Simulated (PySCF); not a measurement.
Compound: C₃H₃BrF₂.
SMILES with atom numbers: `[CH2:1]=[CH:2][C:3]([F:4])([F:5])[Br:6]` (hydrogens: H7, H8 on C1; H9 on C2)

Structure used (PBE0-D3(BJ)/def2-SVP), in Å, numbered top down from 1:
```xyz
9
C3H3BrF2 angstrom
C     -1.380    0.056   -0.414
C     -0.281    0.478    0.205
C      0.972   -0.325    0.274
F      1.404   -0.434    1.534
F      0.823   -1.555   -0.217
Br     2.390    0.570   -0.753
H     -1.414   -0.912   -0.919
H     -2.280    0.675   -0.436
H     -0.223    1.447    0.709
```

Level of theory: core-valence-separated Tamm–Dancoff BHandHLYP/aug-pcX-1 (pcseg-1 on H, def2-SVPD on Br) in PySCF, non-relativistic, gas phase, PBE0-D3(BJ)/def2-SVP geometry.

Computed fluorine K-edge spectrum, Gaussian lines of 0.6 eV full width, highest printed point 100; it ends one width below the last computed root. Absolute energies from this functional tend to lie a few eV below measured edges; no shift was applied.

| photon energy (eV) | absorption |
| --- | --- |
| 685.3 | 1 |
| 685.4 | 2 |
| 685.5 | 5 |
| 685.6 | 12 |
| 685.7 | 24 |
| 685.8 | 42 |
| 685.9 | 64 |
| 686.0 | 85 |
| 686.1 | 98 |
| 686.2 | 100 |
| 686.3 | 90 |
| 686.4 | 75 |
| 686.5 | 62 |
| 686.6 | 56 |
| 686.7 | 55 |
| 686.8 | 56 |
| 686.9 | 54 |
| 687.0 | 46 |
| 687.1 | 34 |
| 687.2 | 22 |
| 687.3 | 12 |
| 687.4 | 6 |
| 687.5 | 4 |
| 687.6 | 5 |
| 687.7 | 7 |
| 687.8 | 11 |
| 687.9 | 16 |
| 688.0 | 22 |
| 688.1 | 28 |
| 688.2 | 33 |
| 688.3 | 37 |
| 688.4 | 38 |
| 688.5 | 37 |

Assign the maxima to core holes.

3 maxima:
- 686.2 eV: F4 (fluorine of a CF2 group), 686.22 eV, f = 0.025, 53 % of the height at the exact maximum; F4/F5 (fluorine of a CF2 group), 686.07 eV, f = 0.022, sum of 2, 46 % of the height at the exact maximum
- 686.8 eV: F5 (fluorine of a CF2 group), 686.86 eV, f = 0.024, 91 % of the height at the exact maximum
- 688.4 eV: F5 (fluorine of a CF2 group), 688.34 eV, f = 0.013, 71 % of the height at the exact maximum; F4 (fluorine of a CF2 group), 688.73 eV, f = 0.006, 15 % of the height at the exact maximum

Further lines of some strength in the range: F4, 688.03 eV, f = 0.003.

Roots within 0.03 eV on the same or equivalent atoms count as one line; shares under 12 % aren't listed.

Vibrational structure and lifetime widths aren't in the curve. The ionisation threshold wasn't computed; near and above it a finite basis only mimics Rydberg series and continuum. Relativistic effects, spin–orbit coupling among them, are left out although an element past zinc is present.

One conformer stands for the species.
